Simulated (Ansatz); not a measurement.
An input meant for BiI₃ (charge 0, singlet).

A further run on BiI₃.

```yaml
crystal:
  periodic: [false, false, false]
  atoms:
    - {symbol: Bi, position_ang: [-0.004276, 0.004756, 0.965749]}
    - {symbol: I, position_ang: [2.539474, -0.031112, -0.310541]}
    - {symbol: I, position_ang: [-1.241967, 2.211200, -0.338322]}
    - {symbol: I, position_ang: [-1.293222, -2.184844, -0.316886]}
basis:
  gaussian: {orbitals: def2-mTZVPP, final_grid: {core_spheres: 1, valence_spheres: 1, degree: 1}}
hamiltonian: {xc: {name: wB97M-V}}
correlation: {electrons: all}
scf: {omitted_lower_state_checks: [starts]}
output: {forces: true}
```

```sh
$ ansatz run in.yaml --threads 4 --pin off --events-out ev --progress --plain --max-ram 3916MiB
```

It prints (some lines left out):

```
Error: invalid value for `correlation`: name a method or an active space
```

In the def2 sets Bi, I take a core potential; there is no spin–orbit coupling.
